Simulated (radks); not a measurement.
The numbers below are computed, except where a source is named.
Problem. These are the eigenvalues of the occupied orbitals of an atom or ion with whole-number occupations (eV). Level of theory: scalar-relativistic Kohn-Sham, PBEsol, spin-polarised, spherical densities, point nucleus (a radial shooting solver on a logarithmic mesh with Libxc functionals).

1s up: -21950.32
1s down: -21950.30
2s up: -3179.019
2s down: -3178.223
2p up: -2850.367
2p down: -2849.751
3s up: -581.1220
3s down: -580.6503
3p up: -473.2078
3p down: -472.6770
3d up: -299.5405
3d down: -298.7650
4s up: -103.3503
4s down: -99.5949
4p up: -73.1431
4p down: -69.1466
4d up: -30.1057
5p up: -16.0059

Which element is it, and in what charge state? The configuration may be excited. Open shells, if any, are filled with parallel spins first.

Solution. Z = 44, ruthenium, charge +2: Ru2+ in [Kr] 4d5 5p1. The list shows which subshells hold electrons but not how many an open one holds; the 1s level, -806.66 hartree, gives Z - s = 40.2 by -(Z - s)^2/2, which with screening and relativity narrows Z to a few neighbours, and the depths of the outer levels then fix element, charge and occupations together.
